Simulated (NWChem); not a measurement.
Molecule: CuH; SMILES [CuH]

```xyz
2

Cu     0.0000     0.0000     0.0492
H      0.0000     0.0000    -1.4271
```
Atoms are numbered in this order, from 1.

Computed with NWChem. Structure relaxed at the PBE0/def2-SVP level.

### Question
Taking PBE/def2-QZVP as the yardstick, which of these has the fewest basis functions while keeping “dipole (D)” within 0.05 D of it: PBE/def2-SVP; PBE/def2-TZVPP; PBE/def2-TZVPD; PBE/def2-TZVP; PBE/def2-SVPD?

### Answer
PBE/def2-TZVPD (a larger set in the list lies outside the tolerance).
```
level           basis functions  dipole (D)
--------------  ---------------  ----------
PBE/def2-SVP                 36        2.24
PBE/def2-SVPD                42        2.62
PBE/def2-TZVP                51        2.19
PBE/def2-TZVPD               57        2.31
PBE/def2-TZVPP               78        2.23
PBE/def2-QZVP               114        2.31
```

The yardstick is one finite set, not the basis-set limit.
